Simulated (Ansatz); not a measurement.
Basis-set extrapolation for C$_{10}$H$_{6}$O$_{2}$ (`O=C1C=CC(=O)c2ccccc21`) (PBE0-D4/def2-TZVP geometry, frozen core, the Gaussian-basis code of Ansatz). Multiplicity 1, RHF reference.

```csv
,def2-TZVPP,def2-QZVPP
HF,-532.100267,-532.122067
MP2 correlation,-1.984534,-2.118606
CCSD(T) correlation,-2.111120,not run
```

Energies in hartree. Use E(X) = E(∞) + A·exp(−7.88·√X) for Hartree–Fock and E(X) = E(∞) + B·X^(−2.97) for correlation, with X = 3 and 4, and add CCSD(T) minus MP2 of the smaller set to the MP2 limit.

**Question.** What is the CCSD(T) energy at the basis-set limit?

**Answer.** HF limit: -532.122067 + (-0.021800) × 0.13774 = -532.12507. MP2 limit: -2.118606 + (-0.134072) × 0.74074 = -2.21792. Higher-order term: -2.111120 − (-1.984534) = -0.12659. Total: -534.46958 hartree, 7.03 eV below CCSD(T)/def2-TZVPP.
